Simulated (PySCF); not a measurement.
Two species compared at the same levels of theory.

First species: C9H11N.
Geometry (GFN2-xTB, Å), atoms numbered from 1 in this order:
```xyz
21
C9H11N angstrom
C      2.6001   -0.0988    0.4604
C      1.7749    0.3245   -0.7562
C      0.3130    0.0830   -0.5216
C     -0.3781   -0.8917   -1.1120
C     -1.8425   -1.0969   -0.8558
C     -2.2103   -0.7018    0.5745
C     -1.5789    0.6002    0.9449
C     -0.3884    0.9529    0.4333
C      0.2109    2.1741    0.8151
N      0.6888    3.1681    1.1310
H      3.6585    0.0647    0.2731
H      2.3135    0.4797    1.3360
H      2.4433   -1.1542    0.6752
H      1.9433    1.3874   -0.9488
H      2.1003   -0.2407   -1.6319
H      0.0909   -1.5333   -1.8436
H     -2.1171   -2.1368   -1.0381
H     -2.4085   -0.4812   -1.5665
H     -3.2938   -0.6444    0.6871
H     -1.8490   -1.4658    1.2753
H     -2.0798    1.2276    1.6681
```

Second species: C6H6N2S.
Cartesian coordinates in Å at the GFN2-xTB level; atoms count from 1:
```xyz
15
C6H6N2S angstrom
N     -2.393   -0.882   -0.026
C     -1.677    0.217   -0.320
S     -2.407    1.544   -0.964
C     -0.228    0.178   -0.092
C      0.477    1.355    0.158
C      1.846    1.282    0.349
N      2.530    0.152    0.297
C      1.868   -0.963    0.047
C      0.497   -1.013   -0.149
H     -3.389   -0.854   -0.168
H     -1.993   -1.660    0.472
H     -0.047    2.297    0.200
H      2.427    2.172    0.550
H      2.467   -1.863    0.001
H      0.018   -1.954   -0.376
```

Levels: PBE0/pcSseg-1 for dipole moment, HOMO energy, LUMO energy and HOMO–LUMO gap; GFN2-xTB for rotational constant A and rotational constant C. Geometries: GFN2-xTB. All species are isolated and taken at one optimised geometry, non-relativistic unless stated; the electronic structure was computed with PySCF and density fitting.

The conformers computed, where there is a choice (atom-mapped SMILES and torsion angles):
- `[CH3:1][CH2:2][C:3]1=[CH:4][CH2:5][CH2:6][CH:7]=[C:8]1[C:9]#[N:10]`: C1–C2–C3–C4 -107°
- `[NH2:1][C:2](=[S:3])[c:4]1[cH:5][cH:6][n:7][cH:8][cH:9]1`: N1–C2–C4–C5 -154°, H–N1–C2–S3 -3°, H–N1–C2–S3 -172°

Values for the first species:

* Dipole moment: 4.56 D
* HOMO energy: -6.72 eV
* LUMO energy: -1.66 eV
* HOMO–LUMO gap: 5.06 eV
* Rotational constant A: 1.863 GHz
* Rotational constant C: 0.826 GHz

(1) Estimate the same properties for the second species, and the change in each.

Results:

(1) 
```json
{"property": "dipole moment", "first": "4.56 D", "second": "3.90 D", "second less first": "-0.66 D"}
{"property": "HOMO energy", "first": "-6.72 eV", "second": "-6.42 eV", "second less first": "+0.30 eV"}
{"property": "LUMO energy", "first": "-1.66 eV", "second": "-2.21 eV", "second less first": "-0.55 eV"}
{"property": "HOMO–LUMO gap", "first": "5.06 eV", "second": "4.21 eV", "second less first": "-0.85 eV"}
{"property": "rotational constant A", "first": "1.863 GHz", "second": "3.209 GHz", "second less first": "+1.346 GHz"}
{"property": "rotational constant C", "first": "0.826 GHz", "second": "0.755 GHz", "second less first": "-0.071 GHz"}
```

On the first: In atomic units the dipole is 1.79 e·bohr (1 au = 2.5417 D).

On the second: A dipole of 3.90 D is allowed in C1, and pure rotational transitions are dipole-allowed. The dipole matches unit charges of opposite sign 0.81 Å apart (1 e·Å = 4.8032 D).
